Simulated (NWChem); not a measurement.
System: C$_{2}$H$_{6}$FGa; SMILES [Ga]([CH3])([F])[CH3]

```xyz
10

Ga     0.0000     0.0000    -0.0339
F      0.0000     0.0000     1.7556
C     -1.8209     0.0000    -0.7781
H     -2.3636    -0.8943    -0.4105
H     -1.8289     0.0000    -1.8848
H     -2.3636     0.8943    -0.4105
C      1.8209     0.0000    -0.7781
H      1.8289     0.0000    -1.8848
H      2.3636    -0.8943    -0.4105
H      2.3636     0.8943    -0.4105
```
Atoms are numbered in this order, from 1.

The geometry was optimised at PBE-D3(BJ)/def2-SVP.

Symmetry labels are those of C2v in the frame above (b1 and b2, or b-type labels, depend on it).

### Question
List the 4 lowest vertical singlet excitations from B3LYP/6-31G* (spherical d), TDA (NWChem).

### Answer
```tsv
state	energy (eV)	oscillator strength	symmetry	leading excitation (squared amplitude)
S1	5.56	0.000	a2	HOMO → LUMO (1.00)
S2	7.03	0.302	b1	HOMO → LUMO+1 (0.94)
S3	7.25	0.028	b2	HOMO−1 → LUMO (0.97)
S4	7.41	0.000	a2	HOMO−3 → LUMO (0.99)
```
